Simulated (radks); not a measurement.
Values are calculated unless marked as measured or tabulated.
Task: Sn VI, 45 electrons, occupied as [Kr] 4d9. Level of theory: scalar-relativistic Kohn-Sham, PBE, spin-polarised, spherical densities, point nucleus; open shells are filled with parallel spins first (spin-orbit coupling, left out, can overturn this in heavy ions) (a radial shooting solver on a logarithmic mesh with Libxc functionals). Some entries of the table are withheld. Estimate them.

orbital,occ.,eigenvalue (hartree),<r^2> (bohr^2),r(max) (bohr)
1s up,1,-1068.646,0.001143,0.01877
1s down,1,-1068.646,0.001143,0.01877
2s up,1,-163.3521,0.01857,0.1061
2s down,1,-163.3418,0.01857,0.1061
2p up,3,-146.8827,0.01466,0.08494
2p down,3,-146.8748,0.01466,0.08494
3s up,1,-33.42756,0.1316,0.3075
3s down,1,-33.42265,0.1316,0.3075
3p up,3,-28.04648,0.1323,0.3009
3p down,3,-28.04083,0.1322,0.3009
3d up,5,-19.76718,0.1174,0.2510
3d down,5,-19.75825,0.1173,0.2510
4s up,1,-7.24264,0.7472,0.7441
4s down,1,-7.20780,0.7471,0.7438
4p up,3,-5.60232,0.8720,0.7857
4p down,3,-5.56717,0.8724,0.7854
4d up,5,-3.19847,1.250,0.8738
4d down,4,-3.16475,1.255,0.8738
5s up,0,-2.20321,4.117,(1)
5s down,0,-2.18816,4.145,(2)
5p up,0,(3),5.212,1.998
5p down,0,(4),5.250,2.005

Result: 
(1) 5s up r(max) (bohr): 1.776
(2) 5s down r(max) (bohr): 1.782
(3) 5p up eigenvalue (hartree): -1.78821
(4) 5p down eigenvalue (hartree): -1.77620
